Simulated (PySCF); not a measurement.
These 2 structures share the formula C4H14N2Si. Level of theory: PBE0-D3(BJ)/def2-SVP geometry optimisation, gas phase (PySCF). One conformer each; no zero-point energy, no entropy. No frequencies were run at this level. Point groups hold within 0.08 Å.

Question: Order them by energy at this level, lowest first, and give relative energies in kcal/mol.
A. `[CH3:1][N:2]([CH3:3])[SiH2:4][N:5]([CH3:6])[CH3:7]` with C1–N2–Si4–N5 -51°, N2–Si4–N5–C6 141°
B. `[CH3:1][C:2]([CH3:3])([CH3:4])[NH:5][SiH2:6][NH2:7]` with C2–N5–Si6–N7 -173°, N5–Si6–N7–H 66° and -150°

Answer: B (0.0), A (20.5).

As drawn, the lower has an N–H bond, which the higher lacks.

```csv
SMILES,E (Eh),E rel (kcal/mol),dipole (D),point group,"A, B, C (MHz)"
CC(C)(C)N[SiH2]N,-559.18310,0.0,0.88,C1,"3760, 1134, 1094"
CN(C)[SiH2]N(C)C,-559.15046,20.5,0.85,C2,"3671, 1250, 1181"
```

Q: How do the relative energies change in single points at PBE0/pcSseg-1 (no added dispersion term) on the same geometries?

A: 
```tsv
SMILES	PBE0-D3(BJ)/def2-SVP (kcal/mol)	PBE0/pcSseg-1 (kcal/mol)	shift
CC(C)(C)N[SiH2]N	0.0	0.0	0.0
CN(C)[SiH2]N(C)C	20.5	22.2	+1.7
```

Each column counts from its own lowest isomer. The order is unchanged; the largest shift is 1.7 kcal/mol.
